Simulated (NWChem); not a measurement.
All runs are NWChem calculations. System: C₃H₈OSi, charge 0, spin multiplicity 1, at a geometry optimised with B3LYP/def2-SVP. The structure started from a generated list of species. Level: MP2/def2-SVP, 9 core orbitals frozen.

Output (cleaned and shortened):

```
             Northwest Computational Chemistry Package (NWChem) 7.3.0
             --------------------------------------------------------

                                NWChem Input Module
                                -------------------

 Scaling coordinates for geometry "geometry" by  1.889725989
 (inverse scale =  0.529177249)

                             Geometry "geometry" -> ""
                             -------------------------

 Output coordinates in angstroms (scale by  1.889725989 to convert to a.u.)

  No.       Tag          Charge          X              Y              Z
 ---- ---------------- ---------- -------------- -------------- --------------
    1 O                    8.0000     2.07362600     0.83184300    -0.36560600
    2 Si                  14.0000     1.00843300    -0.26742200     0.31230900
    3 C                    6.0000    -0.66380500    -0.27861800    -0.51947000
    4 C                    6.0000    -1.88314100    -0.80147500     0.22431000
    5 C                    6.0000    -1.77554300     0.66145900    -0.07810900
    6 H                    1.0000     1.79830800     1.75606800    -0.37220300
    7 H                    1.0000     0.76363500     0.02604400     1.76180700
    8 H                    1.0000     1.68950900    -1.58134000     0.17025400
    9 H                    1.0000    -0.64854900    -0.50412100    -1.59313400
   10 H                    1.0000    -2.60419300    -1.39924900    -0.34073200
   11 H                    1.0000    -1.76276400    -1.12324500     1.26443200
   12 H                    1.0000    -2.42444900     1.08009000    -0.85317000
   13 H                    1.0000    -1.58363600     1.34673500     0.75487500

 Effective nuclear repulsion energy (a.u.)     227.5261281146

            Nuclear Dipole moment (a.u.)
            ----------------------------
        X                 Y               Z
 ---------------- ---------------- ----------------
    -0.0000056692     0.0000264562    -0.0000132281


 Summary of "ao basis" -> "" (spherical)
 ------------------------------------------------------------------------------
       Tag                 Description            Shells   Functions and Types
 ---------------- ------------------------------  ------  ---------------------
 *                          def2-svp                  on all atoms

 Summary of "ao basis" -> "ao basis" (spherical)
 ------------------------------------------------------------------------------
[...]
    5 C    6     6.07   1.99  0.85  0.30  2.04  0.85  0.05
    6 H    1     0.79   0.66  0.05  0.07
    7 H    1     1.19   0.75  0.43  0.01
    8 H    1     1.17   0.75  0.40  0.01
    9 H    1     0.92   0.74  0.15  0.02
   10 H    1     0.93   0.75  0.16  0.03
   11 H    1     0.93   0.75  0.16  0.03
   12 H    1     0.93   0.75  0.16  0.03
   13 H    1     0.94   0.75  0.16  0.02

       Multipole analysis of the density wrt the origin
       ------------------------------------------------

     L   x y z        total         open         nuclear
     -   - - -        -----         ----         -------
     0   0 0 0      0.000000      0.000000     48.000000

     1   1 0 0     -0.729757      0.000000     -0.000006
     1   0 1 0      0.383193      0.000000      0.000026
     1   0 0 1     -0.013409      0.000000     -0.000013

     2   2 0 0    -33.280236      0.000000    417.243507
     2   1 1 0      1.012592      0.000000     53.024500
     2   1 0 1      1.376843      0.000000      0.854050
     2   0 2 0    -26.956464      0.000000     91.137520
     2   0 1 1     -0.028457      0.000000    -18.015109
     2   0 0 2    -29.511420      0.000000     47.190302

                   NWChem MP2 Semi-direct Energy/Gradient Module
                   ---------------------------------------------

  Basis functions       =    114
  Molecular orbitals    =    114
  Frozen core           =      9
  Frozen virtuals       =      0
  Active alpha occupied =     15
  Active beta occupied  =     15
  Active alpha virtual  =     90
  Active beta virtual   =     90
  Use MO symmetry       = F
  Use skeleton AO sym   = F

  AO/Fock/Back tols     =   1.0D-09  1.0D-09  1.0D-09

 GA uses MA = F    GA memory limited = T

 Available:
  local mem=  1.15D+08
 global mem=  1.31D+08
 local disk=  0.00D+00
  mp2_memr nvloc                    90
  nvloc new                    90
   1 passes of  15:        3145728                      60936                  28356364.
   1 passes of  15: M    114683558           G      131046008           F     111537830.

 Semi-direct pass number   1 of   1  for RHF alpha+beta  at        5.9s
  vrange nnbf                  6173
  mp2_eaftype                   108  avail_ma_in_mb                   999
 EAF : mp2_eaftype filesize         108   14178182.
  mp2_eaf for mointskh                    108
Node 0 wrote     66.7 Mb in      0.0 s     Agg I/O rate:  2236.6 Mb/s
 Done moints_semi at       10.7s
  mp2_eaftype                   108  avail_ma_in_mb                   891
 EAF : mp2_eaftype filesize         108   14178182.
  mp2_eaf for kh                   108
 Done maket at       11.0s
 Done multipass loop at       11.0s

          -------------------------------------------
          SCF energy                -481.833586061448
          Correlation energy          -0.703988847189
          Singlet pairs               -0.454869328124
          Triplet pairs               -0.249119519065
          Total MP2 energy          -482.537574908637
          -------------------------------------------

          ---------------------------------------------------
                    Spin Component Scaled (SCS) MP2
          Same spin pairs                     -0.166079679376
          Same spin scaling factor             0.333333333333
          Opposite spin pairs                 -0.537909167812
          Opposite spin scaling fact.          1.200000000000
          SCS-MP2 correlation energy          -0.700850894500
          Total SCS-MP2 energy              -482.534436955948
          ---------------------------------------------------

 -----------------------
 Performance information
 -----------------------

 Timer overhead =  1.94D-07 seconds/call

               Nr. of calls         CPU time (s)                 Wall time (s)                GFlops
             ---------------    -------------------     ------------------------------   -------------------
Name         Min   Avg   Max    Min     Avg     Max     Min     Avg     Max   Mx/calls   Min     Max     Sum
mp2: moin     1     1     1    4.8     4.8     4.8      4.8     4.8     4.8     4.8      0.0     0.0     0.0
mp2: make     1     1     1   0.38    0.38    0.38     0.38    0.38    0.38    0.38      0.0     0.0     0.0
mp2: tota     1     1     1    5.2     5.2     5.2      5.2     5.2     5.2     5.2      0.0     0.0     0.0

 The average no. of pstat calls per process was 3.00D+00
 with a timing overhead of 5.83D-07s

 Task  times  cpu:       11.0s     wall:       11.0s

 Total times  cpu:       11.1s     wall:       11.1s
```

Write an NWChem input that would produce this output.

This is not unique; one that fits is 
```
start mol
memory heap 200 mb stack 800 mb global 1000 mb
geometry units angstroms nocenter noautoz noautosym
  O      2.073626     0.831843    -0.365606
  Si     1.008433    -0.267422     0.312309
  C     -0.663805    -0.278618    -0.519470
  C     -1.883141    -0.801475     0.224310
  C     -1.775543     0.661459    -0.078109
  H      1.798308     1.756068    -0.372203
  H      0.763635     0.026044     1.761807
  H      1.689509    -1.581340     0.170254
  H     -0.648549    -0.504121    -1.593134
  H     -2.604193    -1.399249    -0.340732
  H     -1.762764    -1.123245     1.264432
  H     -2.424449     1.080090    -0.853170
  H     -1.583636     1.346735     0.754875
end
basis spherical
  * library def2-svp
end
scf
  rhf
  nopen 0
  maxiter 100
  thresh 1e-7
  semidirect memsize 60000000 filesize 0
end
mp2
  freeze core 9
end
task mp2 energy
```
